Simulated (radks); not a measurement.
Spherical quantum dot in the effective-mass picture: electrons in a parabolic well V = omega^2 r^2 / 2 with omega = 0.469, all in effective atomic units (hartree* = m*/eps^2 hartree, bohr* = eps/m* bohr), one dielectric constant everywhere. Method: non-relativistic Kohn-Sham, LDA (Slater exchange, Perdew-Wang correlation), spin-polarised, spherical densities; computed with a radial shooting solver with Libxc functionals. Levels are named by radial order and angular momentum (1s, 1p, 1d, 2s, ...), and open shells are averaged over m.

N = 10, configuration 1s2 1p6 1d(up 2, down 0). This is the lowest configuration that the search found. Occupied and some empty levels:

level,occupation,eigenvalue (hartree*),<r> (bohr*)
1s up,1,3.8573,2.379
1s down,1,3.8780,2.346
1p up,3,4.0858,2.915
1p down,3,4.1128,2.903
1d up,2,4.3550,3.302
1d down,0,4.3841,3.303
2s up,0,4.4386,2.848
2s down,0,4.4562,2.867
1f up,0,4.6562,3.620
1f down,0,4.6850,3.629
2p up,0,4.7657,3.254
2p down,0,4.7838,3.262

Energy (hartree*): total 26.3082, kinetic 3.5086, external 10.020, Hartree 15.588, exchange-correlation -2.8082.
